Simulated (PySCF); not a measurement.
CH$_{2}$O, charge +1, doublet, geometry from GFN2-xTB (a state made from the parent by changing its charge; the spin is typed, not shown lowest), atoms displaced at random by about 0.1 Å a coordinate. Base run: B3LYP/6-31G* run with PySCF.

The PySCF input:
```python
from pyscf import gto, scf, dft
from pyscf.geomopt import geometric_solver

mol = gto.Mole()
mol.atom = '''
    O    -0.06983033    0.01057981    0.60631562
    C     0.00136394    0.06503090   -0.43304969
    H     0.02075581    0.78302276   -1.19922290
    H     0.15991770   -1.00564649   -1.11680048
'''
mol.basis = '6-31g*'
mol.charge = 1
mol.spin = 1
mol.verbose = 3
mol.build()

def method(m):
    mf = dft.UKS(m)
    mf.xc = 'b3lyp'
    return mf

conv, mol_eq = geometric_solver.kernel(method(mol), maxsteps=100)
print('optimisation converged:', conv)
print(mol_eq.tostring(format='xyz'))
mf = method(mol_eq)
mf.kernel()
```

Each row names what was changed in the base input (with any setting that the change needs).

| change | ΔE vs base (µEh) | optimiser steps | core-seconds (rough) |
|---|---|---|---|
| base | 0.0 | 9 | 20 |
| trust = 0.02 | 0.0 | 11 | 30 |
| trust = 0.5 | 0.0 | 9 | 20 |
| convergence_set = GAU_LOOSE | 0.0 | 9 | 30 |
| convergence_set = GAU_VERYTIGHT | -0.1 | 28 | 60 |
| coordsys = hdlc | 0.0 | 8 | 20 |
| convergence_set = GAU_TIGHT | -0.1 | 25 | 50 |

Open shells are given as the SCF converged; they aren't shown to be the lowest states, and a large step between rows can be another state.
